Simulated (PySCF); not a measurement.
All values below come from PBE0-D4/def2-TZVP (PySCF). Isolated molecules, 0 K electronic values unless said otherwise. One relaxed conformer stands for a flexible species; it need not be the lowest. Excitations are Tamm–Dancoff values on a coarser integration grid. The basis has no diffuse functions, so Rydberg states are missing or too high.

Reference species (SMILES): `C(=O)[SiH2]Cl` (O–C–Si–Cl torsion 180°) (neutral, multiplicity 1).

```
Quantity           Result
---------------  --------
HOMO–LUMO gap     5.40 eV
S1–T1 gap (TDA)   0.79 eV
HOMO             -7.42 eV
```

After one change: the HOMO–LUMO gap rises by 1.65 eV; the S1–T1 gap (TDA) falls by 0.30 eV; the HOMO falls by 0.53 eV.

Task: Name the change that produced these shifts. The new species is one of these.
A. `S[SiH2]Cl` (H–S–Si–Cl torsion 70°)
B. `N[SiH2]Cl`
C. `[SiH3]Cl`
D. `Cl[SiH2]I`

Result: D, `Cl[SiH2]I`
